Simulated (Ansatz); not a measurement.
Harmonic frequencies (cm⁻¹) at PBE0-D4/def2-TZVP from Ansatz: 2344.

Which molecule is it?
A. HI
B. H₂S
C. H₂
D. H₂O

A.
